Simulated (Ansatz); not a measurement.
Geometry optimisation, RKS CAM-B3LYP-D4/cc-pVDZ (Ansatz).

Input file:

```yaml
crystal:
  periodic: [false, false, false]
  atoms:
    - { symbol: Si, position_ang: [-0.132991, -0.214588, -0.116782] }
    - { symbol: F, position_ang: [-0.07409, -0.290904, 1.497987] }
    - { symbol: O, position_ang: [1.391816, -0.207261, -0.752415] }
    - { symbol: H, position_ang: [2.016972, -0.847324, -0.38703] }
    - { symbol: O, position_ang: [-0.825905, 1.185409, -0.652101] }
    - { symbol: H, position_ang: [-1.789975, 1.212419, -0.652089] }
    - { symbol: H, position_ang: [-0.929565, -1.406586, -0.503634] }
    - { symbol: H, position_ang: [1.202674, 1.848439, 0.926602] }
    - { symbol: H, position_ang: [1.020165, 1.534595, 1.546663] }
basis:
  gaussian: { orbitals: cc-pVDZ }
hamiltonian:
  xc: cam_b3lyp
  dispersion: d4
relax:
  f_tol: 0.03
  max_steps: 50
output:
  orbitals: {}
```

Launched with:

```bash
$ ansatz run input.yaml --threads 2 --pin off --max-ram 3072MiB --backend cpu --events-out ev --progress --plain --runs-dir out
```

Task: Where does it end, and by what steps?

Result: The forces met the threshold. The force dipped under the threshold on the way, but the program's further checks kept it going. After 28 steps the energy has fallen by 0.291 eV; H8 moved furthest, 1.60 Å.

| step | energy less start (eV) | largest force component (eV/Å) | accepted |
| --- | --- | --- | --- |
| 0 | 0.0000 | 1.508 | yes |
| 1 | -0.1289 | 0.500 | yes |
| 2 | -0.1659 | 0.238 | yes |
| 3 | -0.1758 | 0.077 | yes |
| 4 | -0.1791 | 0.121 | yes |
| 5 | -0.1840 | 0.228 | yes |
| 6 | -0.1860 | 0.410 | yes |
| 7 | -0.1974 | 0.178 | yes |
| 8 | -0.1984 | 0.159 | yes |
| 9 | -0.2024 | 0.450 | yes |
| 10 | -0.2071 | 0.374 | yes |
| 11 | -0.2132 | 0.344 | yes |
| 12 | -0.2174 | 0.527 | yes |
| 13 | -0.2234 | 0.212 | yes |
| 14 | -0.2361 | 0.362 | yes |
| 15 | -0.2574 | 0.202 | yes |
| 16 | -0.2781 | 0.077 | yes |
| 17 | -0.2848 | 0.054 | yes |
| 18 | -0.2873 | 0.110 | yes |
| 19 | -0.2878 | 0.113 | yes |
| 20 | -0.2870 | 0.220 | no |
| 21 | -0.2885 | 0.032 | yes |
| 22 | -0.2888 | 0.023 | yes |
| 23 | -0.2895 | 0.095 | yes |
| 24 | -0.2899 | 0.034 | yes |
| 25 | -0.2903 | 0.025 | yes |
| 26 | -0.2905 | 0.063 | yes |
| 27 | -0.2908 | 0.020 | yes |
| 28 | -0.2909 | 0.014 | yes |

```xyz
9
Properties=species:S:1:pos:R:3
Si -0.306 -0.468 -0.268
F -0.228 0.331 1.167
O 1.196 -0.856 -0.823
H 1.726 -0.131 -1.179
O -1.027 0.565 -1.349
H -1.735 1.125 -1.007
H -1.028 -1.728 -0.015
H 1.911 2.233 2.306
H 1.370 1.744 2.074
```

Whether the end is a true minimum wasn't checked by a vibrational analysis.

The run took 62 s on 2 threads of Arm Neoverse V1, with other jobs on the host, peak memory 0.19 GiB.
